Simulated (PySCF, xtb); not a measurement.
SZn, SMILES [S]=[Zn].

Harmonic wavenumbers (cm⁻¹) from GFN2-xTB run with xtb at its own minimum, in rising order: 440.

Question: What does PySCF 2.14.0 with PBE0-D3(BJ)/def2-TZVP give at its own minimum? (Estimate from the structure and the level; the computed values follow.)

Answer: 460. Paired by order, the mean absolute difference is 21 cm⁻¹ and the zero-point energies are 0.6 and 0.7 kcal/mol.
